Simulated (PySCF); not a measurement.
## Worked example: refractive index and permittivity of the vapour

Hf(Cl)(SH)3 (ClH₃HfS₃), SMILES [Hf]([Cl])([SH])([SH])[SH], multiplicity 1.

Geometry: PBE0-D3(BJ)/def2-SVP. The spin state was assumed, not searched. The structure was generated by enumeration; whether it is a known compound was not checked. The def2 effective core potentials stand for the cores of Hf; spin–orbit coupling is left out. One conformer was computed; it need not be the lowest.

PBE/def2-TZVP (PySCF) gives a mean static polarisability of 117.0 bohr³ and a dipole moment of 1.22 D. Take an ideal gas at 298.15 K and 0.1 bar, whether or not the substance is that volatile.

Question: Work out n − 1 in the optical limit and the static ε − 1.

Answer: 
Polarisability volume α' = 117.0 × 0.148185 = 17.34 Å³. Number density N = p/kT = 2.43e-6 Å⁻³.
Dilute limit of Lorentz–Lorenz: n − 1 = 2π N α' = 0.00026.
Orientation term of Debye: μ²/(3kT) = 8.098 Å³ × μ²(D²) = 12.05 Å³.
ε − 1 = 4π N (α' + μ²/3kT) = 0.00090. Orientation of the dipole supplies 41 % of the static response; it can't follow optical fields. Vibrational polarisation and dispersion are left out.
